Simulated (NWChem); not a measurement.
Species: SbBrF2; SMILES [F][Sb]([F])[Br]

Program: NWChem. This build's default masses of Se (78.918 u) and Br (79.917 u) are each other's, which moves their modes by up to 0.6 %. def2 effective core potentials on Sb; no spin-orbit coupling. Each level has its own optimisation; frequencies are unscaled.

```json
[
 {"level": "Hartree-Fock/3-21G (all-electron, non-relativistic)", "r F–Sb (Å)": "1.872", "r Br–Sb (Å)": "2.592", "highest harmonic frequency (cm⁻¹)": "760", "lowest (cm⁻¹)": "142", "zero-point energy (kcal/mol)": "3.3"},
 {"level": "B3LYP/3-21G (all-electron, non-relativistic)", "r F–Sb (Å)": "1.914", "r Br–Sb (Å)": "2.624", "highest harmonic frequency (cm⁻¹)": "668", "lowest (cm⁻¹)": "124", "zero-point energy (kcal/mol)": "3.0"},
 {"level": "PBE0/def2-SVP (core potentials)", "r F–Sb (Å)": "1.924", "r Br–Sb (Å)": "2.504", "highest harmonic frequency (cm⁻¹)": "654", "lowest (cm⁻¹)": "132", "zero-point energy (kcal/mol)": "3.0"}
]
```
